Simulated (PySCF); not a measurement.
Species: C6H13As.
Numbering: `[CH3:1]/[CH:2]=[CH:3]/[CH2:4][As:5]([CH3:6])[CH3:7]` (hydrogens: H8, H9, H10 on C1; H11 on C2; H12 on C3; H13, H14 on C4; H15, H16, H17 on C6; H18, H19, H20 on C7)

Structure used (PBE0-D3(BJ)/def2-SVP), in Å, numbered top down from 1:
```xyz
20
C6H13As angstrom
C      3.2273   -1.0858   -0.3742
C      1.9684   -0.4298    0.0861
C      1.3123    0.5339   -0.5725
C      0.0358    1.1553   -0.1310
As    -1.4909    0.5445   -1.2568
C     -1.5929   -1.2684   -0.5114
C     -2.9066    1.3602   -0.1622
H      4.0439   -0.9447    0.3542
H      3.5624   -0.6857   -1.3427
H      3.0943   -2.1755   -0.4843
H      1.5606   -0.7716    1.0474
H      1.7140    0.8753   -1.5364
H      0.0662    2.2524   -0.2368
H     -0.1899    0.9184    0.9213
H     -0.6773   -1.8129   -0.7843
H     -1.6862   -1.2490    0.5853
H     -2.4559   -1.7987   -0.9398
H     -2.8374    2.4555   -0.2374
H     -2.8225    1.0654    0.8950
H     -3.8909    1.0528   -0.5448
```

Level of theory: PySCF, TDDFT PBE0/def2-SVPD, vertical, gas phase, core orbitals frozen in the response. Relativistic effects, spin–orbit coupling among them, are left out although an element past zinc is present.

Transition dipole moments from the ground state, in atomic units and in the frame of the coordinates above (overall signs are arbitrary), for the states with f of 0.002 or more among the lowest 7:

```tsv
state	E (eV)	μx	μy	μz
S1	5.659	-0.540	0.046	-0.334
S2	6.121	-0.666	0.252	0.078
S3	6.190	-0.351	-0.404	0.130
S4	6.310	0.366	0.408	0.058
S5	6.612	0.865	-0.626	-0.040
S6	6.633	-0.992	0.444	-0.312
S7	6.726	-0.557	0.480	-0.241
```

Task: What oscillator strength does each state have?

Result: f = (2/3) ΔE |μ|² with ΔE in hartree (27.2114 eV).

```csv
state,|μ|² (au),|μ| (D),f
S1,0.405,1.62,0.056
S2,0.513,1.82,0.077
S3,0.303,1.40,0.046
S4,0.304,1.40,0.047
S5,1.141,2.71,0.185
S6,1.279,2.87,0.208
S7,0.599,1.97,0.099
```

Task: What angle do the transition dipoles of S4 and S6 make?

Result: |cos θ| = |μa·μb| / (|μa| |μb|) = 0.32, so θ ≈ 71° (taken between 0 and 90°, since the signs are arbitrary).

Task: What peak molar absorption coefficient would the strongest computed level give as a lone Gaussian band 0.3 eV wide at half height?

Result: ε(max) = 2.175×10⁸ f / FWHM, with the width in cm⁻¹. S6: 2.175×10⁸ × 0.2078 / 2420 ≈ 19000 L mol⁻¹ cm⁻¹.

The vertical ionisation energy (ΔSCF) is 8.07 eV, 1.34 eV above S7.

One conformer stands for the species.
